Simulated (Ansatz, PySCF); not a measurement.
This Ansatz (an electronic-structure program) input computes a PBE/def2-TZVPD energy:

Ansatz 0.2 input:
```yaml
crystal:
  periodic: [false, false, false]
  atoms:
    - {symbol: B, position_ang: [-0.90205527, -0.31568972, 0.00640587]}
    - {symbol: Cl, position_ang: [-1.75322113, 1.18162649, -0.00785653]}
    - {symbol: Br, position_ang: [0.98042958, -0.52883434, 0.00290091]}
basis:
  gaussian:
    orbitals: def2-TZVPD
hamiltonian:
  xc: {name: PBE}
magnetization: {spin_polarized: true, initial_magnetization: 1}
output: {forces: true}
```

Question: Write an input for the same energy in PySCF and say what it gives.

Answer: 
```python
from pyscf import gto, scf, dft

mol = gto.M(
    atom='''
    B    -0.90205527   -0.31568972    0.00640587
    Cl   -1.75322113    1.18162649   -0.00785653
    Br    0.98042958   -0.52883434    0.00290091
    ''',
    basis='def2-tzvpd',
    charge=0,
    spin=1,
    verbose=4,
)

mf = dft.UKS(mol, xc='pbe').density_fit(auxbasis='def2-universal-jkfit')
mf.grids.level = 3
mf.conv_tol = 1e-9
mf.max_cycle = 100
mf.max_memory = 1500
mf.kernel()
if not mf.converged:
    mf = mf.newton()
    mf.kernel(mf.make_rdm1())
for _ in range(2):
    mo, _, stable, _ = mf.stability(return_status=True)
    if stable:
        break
    mf.kernel(mf.make_rdm1(mo, mf.mo_occ))
mf.analyze()
```
It gives -3058.61269 Eh, and Ansatz -3058.61266 Eh, a difference of 0.03 mEh, from the treatment of integrals and grids.

It need not be the lowest isomer of its formula.
